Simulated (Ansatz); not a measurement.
```tsv
atom	x (Å)	y (Å)	z (Å)
S	-0.0395	0.0730	-0.0223
O	1.3916	0.0100	0.0423
O	-0.7224	1.2548	-0.0399
O	-0.6903	-1.2856	0.0334
```

Basis set: STO-3G (spherical functions). Correlated methods keep 8 orbitals frozen. Charge 0, multiplicity 1.

Computed with Ansatz (development build ahead of 0.2.0); each method stands on the lowest determinant of its kind that the runs found. Restricted open shells among the atoms or ions are ROHF, correlated in semicanonical orbitals with singles.

(1) Give the atomization energy at this shape (free ground-state atoms in the same class of orbitals less the molecule, no zero-point energy) of singlet SO3 by RHF-MP2, RHF.

Answers

(1)

```json
{"method": "RHF-MP2", "atomization energy": "-54.35 kcal/mol"}
{"method": "RHF", "atomization energy": "-193.80 kcal/mol"}
```

Caution: no unrestricted run beside it, a lower state can exist; the molecule lies well above its atoms at this level; the shape is not the minimum.

This basis has no polarisation functions and is too small for such energies, which can lie far from measured ones in either direction.
